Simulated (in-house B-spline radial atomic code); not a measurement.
K IV (K3+): [Ne] 3s2 3p3 4f1 (an excited or competing configuration)

Computed with a radial B-spline atomic code at the basis-set limit: non-relativistic PBE0, spin-polarised, spherical fractional occupations, exact exchange averaged over the configuration, point nucleus.

Screening seen three ways: the hydrogenic charge with the same mean radius, Z_r = [3n² - l(l+1)]/(2<r>), the one with the same energy, Z_e = n√(-2ε), and Slater's rules. Values are occupation-weighted means over spin.

```
shell  electrons   ε (eV)  <r> (bohr)    Z_r    Z_e  Slater
   1s          2  -3595.6     0.08152  18.40  16.26   18.70
   2s          2  -417.46       0.388  15.47  11.08   14.85
   2p          6  -344.57      0.3496  14.30  10.06   14.85
   3s          2  -83.995       1.177  11.47   7.45    8.80
   3p          3  -68.481        1.24  10.08   6.73    8.80
   4f          1  -12.667        4.17   4.32   3.86    4.00
```

The least bound orbital is 4f up at -12.67 eV, and it is also the most diffuse (<r> = 4.17 bohr).
